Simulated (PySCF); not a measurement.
## [Eu(NH3)]3+ at several levels of theory

Computed with PySCF 2.14.0 (density fitting, no spin-orbit coupling) at the geometry relaxed with PBE0:

```xyz
5
[Eu(NH3)]3+ (singlet in the valence; each metal's 4f electrons, 6 of them, lie in its core potential, out of spins and levels)
Eu    0.0000    0.0000   -0.1466
N     0.0000    0.0000    2.2086
H     0.9414    0.0000    2.6673
H    -0.4707    0.8153    2.6673
H    -0.4707   -0.8153    2.6673
```

```csv
level,basis,state,HOMO (eV),gap (eV),charge on Eu1 (e),population of f-type functions on Eu1 (polarisation alone where 4f lies in the core),dipole about the centre of mass (D),largest force component (eV/Å)
PBE0,"Eu lcecp-1-SVP with ECP52, N def2-SVP, H def2-SVP",singlet,-27.60,7.39,2.48,0.02,3.68,0.00
HF,the same,singlet,-30.93,14.60,2.61,0.02,2.85,1.24
CAM-B3LYP,the same,singlet,-28.93,9.80,2.49,0.02,3.53,0.07
BLYP,the same,singlet,-26.06,4.76,2.43,0.02,4.01,0.40
TPSSh,the same,singlet,-26.80,6.16,2.48,0.02,3.73,0.17
```

In the lcecp rows the 4f levels are missing from HOMO and gap, and the state counts the valence alone.

Charges are Mulliken's, which hang on the basis. The relaxation used the grid (50, 194), these runs (75, 302) or, all-electron (x2c bases, spin-free X2C Hamiltonian), (99, 590).

(1) What does PBE0 with Eu lcecp-1-TZVP with ECP52, N def2-TZVP, H def2-TZVP give here?

An lcecp potential fixes the number of 4f electrons, so in runs with it no electron can move into or out of that shell.

Results:

(1) state singlet, HOMO (eV) -27.52, gap (eV) 7.37, charge on Eu1 (e) 2.56, population of f-type functions on Eu1 (polarisation alone where 4f lies in the core) 0.02, dipole about the centre of mass (D) 3.75, largest force component (eV/Å) 0.33. Time: 4.9 s on 2 threads of Arm Neoverse V2, on a shared host, from free ions and atoms.
